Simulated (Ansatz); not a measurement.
Geometry optimisation, DFT PBE-D3(BJ), scalar-relativistic, plane waves, PAW (Ansatz).

input.yaml

```yaml
accuracy: low
crystal:
  lattice:
    - [7.856828, 0.0, 0.0]
    - [0.0, 7.856828, 0.0]
    - [0.0, 0.0, 7.856828]
  atoms:
    - { symbol: C, position: [0.37477, 0.0356342, 0.5783348] }
    - { symbol: H, position: [0.5133752, 0.0362287, 0.5735184] }
    - { symbol: H, position: [0.3326643, -0.0367228, 0.6889084] }
    - { symbol: H, position: [0.3247547, -0.0229192, 0.4629878] }
    - { symbol: H, position: [0.3282859, 0.16595, 0.5879245] }
    - { symbol: C, position: [0.0638074, 0.7553804, 0.154523] }
    - { symbol: H, position: [0.1417527, 0.843753, 0.2276652] }
    - { symbol: H, position: [-0.0205471, 0.6862917, 0.240232] }
    - { symbol: H, position: [0.1458629, 0.665496, 0.0880201] }
    - { symbol: H, position: [-0.0118388, 0.8259809, 0.062175] }
    - { symbol: C, position: [0.6028221, 0.8841337, 0.2030366] }
    - { symbol: H, position: [0.6545039, 0.9980798, 0.2628715] }
    - { symbol: H, position: [0.5358115, 0.8084117, 0.2979613] }
    - { symbol: H, position: [0.7063188, 0.8093507, 0.148899] }
    - { symbol: H, position: [0.5146541, 0.9206926, 0.1024145] }
    - { symbol: C, position: [0.9254844, 0.4180208, 0.7167979] }
    - { symbol: H, position: [0.9484326, 0.5350353, 0.7876211] }
    - { symbol: H, position: [0.8895234, 0.3170254, 0.8047847] }
    - { symbol: H, position: [1.0409452, 0.3814996, 0.6491964] }
    - { symbol: H, position: [0.8230364, 0.4385229, 0.6255892] }
    - { symbol: C, position: [0.8815665, 0.2586682, 0.203159] }
    - { symbol: H, position: [1.0025257, 0.3168421, 0.1682361] }
    - { symbol: H, position: [0.9004475, 0.1742929, 0.3115991] }
    - { symbol: H, position: [0.8326382, 0.1857458, 0.0958124] }
    - { symbol: H, position: [0.7906545, 0.357792, 0.2369884] }
    - { symbol: F, position: [0.0744053, 0.8712776, 0.6561781] }
    - { symbol: H, position: [0.1205409, 0.7645898, 0.6810335] }
    - { symbol: F, position: [0.4979374, 0.4935825, 0.3719711] }
    - { symbol: H, position: [0.5314626, 0.5052951, 0.2585364] }
    - { symbol: F, position: [0.7575852, 0.7327616, 0.6736131] }
    - { symbol: H, position: [0.840916, 0.8061235, 0.7160698] }
    - { symbol: F, position: [0.4122368, 0.3713311, 0.8554921] }
    - { symbol: H, position: [0.4551825, 0.2897013, 0.9304641] }
    - { symbol: F, position: [0.7343546, 0.5486122, 0.0572068] }
    - { symbol: H, position: [0.6964097, 0.5740963, -0.052517] }
basis:
  ecutwfc: 420.0
kpoints:
  mp_grid: { grid: [1, 1, 1] }
hamiltonian:
  xc: pbe
  dispersion: d3bj
scf:
  occupations: { method: fermi_dirac, width: 0.02 }
  lower_state_search: "off"
relax:
  f_tol: 0.3
  max_steps: 15
  adjacent_minimum: "off"
```

Command:

```bash
$ ansatz run input.yaml --threads 1 --pin off --max-ram 3072MiB --backend cpu --events-out ev --progress --plain --runs-dir out
```

Question: Where does it end, and by what steps?

Answer: It converged. The threshold is loose, so the end isn't yet a minimum. Limits of this set-up: coarse k mesh, low accuracy level. After 14 steps the energy has fallen by 1.540 eV; H33 moved furthest, 1.91 Å.

```csv
step,energy less start (eV),largest force component (eV/Å),accepted
0,0.0000,0.637,yes
1,-0.3555,0.731,yes
2,-0.5368,1.382,yes
3,-0.7543,0.618,yes
4,-0.8922,0.417,yes
5,-1.0180,0.765,yes
6,-1.0771,1.170,yes
7,-1.1530,0.690,yes
8,-1.2175,0.715,yes
9,-1.2709,0.508,yes
10,-1.3308,0.317,yes
11,-1.3733,0.340,yes
12,-1.3917,0.855,yes
13,-1.4658,0.379,yes
14,-1.5397,0.285,yes
```

```xyz
35
Lattice="7.8568 0.0000 0.0000 0.0000 7.8568 0.0000 0.0000 0.0000 7.8568" Properties=species:S:1:pos:R:3
C 2.862 0.420 4.876
H 3.931 0.212 4.747
H 2.493 -0.100 5.767
H 2.317 0.065 3.995
H 2.710 1.500 4.986
C 0.692 5.768 1.237
H 1.289 6.267 2.007
H -0.178 5.289 1.702
H 1.306 5.011 0.739
H 0.359 6.511 0.502
C 4.500 7.333 1.432
H 4.508 8.292 1.960
H 4.122 6.552 2.100
H 5.521 7.089 1.121
H 3.856 7.408 0.548
C 7.393 2.910 5.446
H 7.541 3.325 6.452
H 7.302 1.821 5.539
H 8.261 3.114 4.804
H 6.486 3.314 4.983
C 7.392 1.816 1.836
H 8.296 2.430 1.744
H 7.593 0.969 2.501
H 7.102 1.438 0.850
H 6.575 2.418 2.249
F 0.293 5.872 5.493
H 0.744 5.048 5.675
F 4.458 3.871 2.352
H 4.575 4.036 1.430
F 5.788 6.024 6.293
H 6.706 5.916 5.982
F 2.323 4.047 6.377
H 3.191 4.064 6.775
F 4.665 4.210 -0.347
H 5.160 4.936 -0.799
```

Time of the run: 39 s on 1 thread of Arm Neoverse V2 (shared host), peak memory 0.44 GiB.
